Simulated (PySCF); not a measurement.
CH13NOSi4.
Numbering: `[CH3:1][O:2][Si:3]([SiH3:4])([SiH3:5])[SiH2:6][NH2:7]` (hydrogens: H8, H9, H10 on C1; H11, H12, H13 on Si4; H14, H15, H16 on Si5; H17, H18 on Si6; H19, H20 on N7)

Computed with PBE0-D3(BJ)/def2-SVP geometry optimisation, gas phase (PySCF).

Problem. List the bond lengths, angles and torsions at this level.

Solution. 
| bond | length (Å) |
| --- | --- |
| C1–O2 | 1.400 |
| O2–Si3 | 1.681 |
| Si3–Si4 | 2.359 |
| Si3–Si5 | 2.340 |
| Si3–Si6 | 2.354 |
| Si6–N7 | 1.741 |
| C1–H8, C1–H9, C1–H10 | 1.105 |
| Si4–H11 and 5 like bonds | 1.497 |
| Si6–H17, Si6–H18 | 1.501 |
| N7–H19, N7–H20 | 1.014 |

Bonds in one row agree within 0.01 Å and their mean is given. A selection of angles:
| angle | degrees |
| --- | --- |
| O2–C1–H8 | 108.8 |
| O2–C1–H9 | 112.2 |
| H8–C1–H9 | 108.0 |
| C1–O2–Si3 | 122.2 |
| O2–Si3–Si4 | 112.8 |
| O2–Si3–Si5 | 106.8 |
| O2–Si3–Si6 | 115.1 |
| Si4–Si3–Si5 | 108.8 |
| Si4–Si3–Si6 | 103.5 |
| Si5–Si3–Si6 | 109.7 |
| Si3–Si4–H11 | 110.8 |
| Si3–Si4–H13 | 109.1 |
| H11–Si4–H12 | 108.2 |
| H12–Si4–H13 | 108.8 |
| Si3–Si5–H16 | 107.5 |
| Si3–Si6–N7 | 102.2 |
| Si3–Si6–H17 | 111.4 |
| Si3–Si6–H18 | 112.9 |
| N7–Si6–H17 | 107.2 |
| N7–Si6–H18 | 116.6 |
| H17–Si6–H18 | 106.4 |
| Si6–N7–H19 | 119.3 |
| H19–N7–H20 | 110.4 |

Torsions: C1–O2–Si3–Si4 -57° (synclinal); O2–Si3–Si6–N7 -170° (antiperiplanar). The mirror-image conformer, all signs reversed, is as good.

Si3 (oxygen-bound silicon) is distorted tetrahedral (angles from 103.5° to 115.1°). Si4 (SiH3 silicon) is tetrahedral (angles from 108.2° to 111.7°). Of the pairs four or more bonds apart, Si4···H10 is among the closest relative to their van der Waals radii: 3.34 Å, 101 % of the sum of Bondi's values. N7 (silicon-bound nitrogen) has angles 119.9°, 119.3° and 110.4°, sum 349.5°, 0.22 Å off the plane of its three neighbours. Si6 (SiH2 silicon) is distorted tetrahedral (angles from 102.2° to 116.6°).

Point group: C1 (no symmetry element, even within 0.4 Å). No frequency check. The numbers are those of one conformer (C1–O2–Si3–Si4 -57°, O2–Si3–Si6–N7 -170°, Si3–Si6–N7–H -55° and 163°).
